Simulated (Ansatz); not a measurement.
## Nudged elastic band run: CH5ClOSn

The input (input.yaml):

```yaml
crystal:
  periodic: [false, false, false]
  atoms:
    - { symbol: O, position_ang: [0.837819, 0.995366, -1.152087] }
    - { symbol: C, position_ang: [0.580653, 0.61389, 0.143941] }
    - { symbol: Cl, position_ang: [2.061902, -0.1702, 0.946556] }
    - { symbol: Sn, position_ang: [-1.018888, -0.888445, 0.107095] }
    - { symbol: H, position_ang: [1.496167, 1.708149, -1.159706] }
    - { symbol: H, position_ang: [0.358595, 1.461295, 0.813314] }
    - { symbol: H, position_ang: [-2.421235, -0.190313, -0.606415] }
    - { symbol: H, position_ang: [-0.454305, -2.205081, -0.830049] }
    - { symbol: H, position_ang: [-1.352109, -1.371061, 1.720351] }
basis:
  gaussian: { orbitals: def2-SVP }
hamiltonian:
  xc: b3lyp
  dispersion: d4
neb:
  order_check: false
  images: 1
  f_tol: 0.05
  max_iterations: 60
  initial_path: idpp
  climbing: true
  final_atoms:
    - { symbol: O, position_ang: [0.31743511, 1.66180873, -0.37453415] }
    - { symbol: C, position_ang: [0.7356585, 0.43620212, 0.08873909] }
    - { symbol: Cl, position_ang: [2.00124124, -0.33774961, -1.03140806] }
    - { symbol: Sn, position_ang: [-1.00211083, -0.90327021, 0.14021994] }
    - { symbol: H, position_ang: [1.05525374, 2.2913718, -0.34780081] }
    - { symbol: H, position_ang: [1.26416142, 0.48991407, 1.05467852] }
    - { symbol: H, position_ang: [-1.59506293, -1.02501347, -1.46119361] }
    - { symbol: H, position_ang: [-0.49358226, -2.432247, 0.73264087] }
    - { symbol: H, position_ang: [-2.194395, -0.22741644, 1.1816582] }
```

Launched with:

```bash
$ ansatz run input.yaml --threads 2 --pin off --max-ram 3072MiB --backend cpu --events-out ev --progress --plain --runs-dir out
```

Output, in part (warnings, iteration lines, the closing report on the highest movable image, with atoms numbered from 0):

```
NEB end point (image 0): max|allowed force component| = 8.718e-3 eV/Å (the criterion of neb.relax_end_points is 1.000e-2)
NEB end point (image 2): max|allowed force component| = 6.410e-3 eV/Å (the criterion of neb.relax_end_points is 1.000e-2)
NEB iter   1: max|band force component| = 1.439e0 eV/Å  barrier→ = 0.1373 eV  barrier← = 0.1373 eV  Δτ_max = 0.1588 Å  (79 SCF iters)
NEB iter   2: max|band force component| = 3.891e-1 eV/Å  barrier→ = 0.0888 eV  barrier← = 0.0888 eV  CI = image 1  Δτ_max = 0.0721 Å  (29 SCF iters)
NEB iter   3: max|band force component| = 2.380e-1 eV/Å  barrier→ = 0.0603 eV  barrier← = 0.0603 eV  CI = image 1  Δτ_max = 0.0111 Å  (27 SCF iters)
NEB iter   4: max|band force component| = 1.706e-1 eV/Å  barrier→ = 0.0573 eV  barrier← = 0.0573 eV  CI = image 1  Δτ_max = 0.0184 Å  (28 SCF iters)
NEB iter   5: max|band force component| = 7.876e-2 eV/Å  barrier→ = 0.0562 eV  barrier← = 0.0562 eV  CI = image 1  Δτ_max = 0.0125 Å  (28 SCF iters)
NEB iter   6: max|band force component| = 1.611e-2 eV/Å  barrier→ = 0.0558 eV  barrier← = 0.0558 eV  CI = image 1  Δτ_max = 0.0000 Å  (49 SCF iters)
Total energy: -21514.67226360 eV, -790.6496225188 hartree
Atom 0 at     0.302993     1.595561    -0.617265 Å, force    -0.016196     0.011478    -0.013915 eV/Å
Atom 1 at     0.664465     0.523720     0.165565 Å, force    -0.006068    -0.015400     0.011016 eV/Å
Atom 2 at     2.269853    -0.225199    -0.378655 Å, force    -0.008012    -0.000231     0.001133 eV/Å
Atom 3 at    -0.935919    -0.987516     0.037751 Å, force     0.005275    -0.005902    -0.009407 eV/Å
Atom 4 at     0.946294     2.312931    -0.503651 Å, force     0.011671    -0.000710     0.003866 eV/Å
Atom 5 at     0.865616     0.799454     1.213425 Å, force     0.009286     0.007764     0.006729 eV/Å
Atom 6 at    -2.159263    -0.385757    -1.003429 Å, force     0.000084     0.000975     0.000668 eV/Å
Atom 7 at    -0.295410    -2.461981    -0.553579 Å, force     0.000633    -0.002083    -0.000064 eV/Å
Atom 8 at    -1.570030    -1.217613     1.622837 Å, force     0.003326     0.004110    -0.000026 eV/Å
Dipole moment:    -0.091919     0.255627     0.239988 e Å
```

It converged. Another band between the same ends (5 images) ends at a top of the same energy, where a vibrational analysis finds 1 clearly imaginary mode. So few images can step over the top or miss a turn of the path.

Final band (atoms are numbered from 1 in the order of the input):

| image | path coordinate (Å) | energy (eV) | dihedral Cl3–C2–Sn4–H8 (°) |
| --- | --- | --- | --- |
| 0 | 0.00 | 0.000 | -61 |
| 1 | 2.03 | 0.056 | -1 |
| 2 | 4.05 | 0.000 | 59 |

Time of the run: 17 s on 2 threads of Intel(R) Xeon(R) 6975P-C (Granite Rapids) (shared host), peak memory 0.23 GiB.
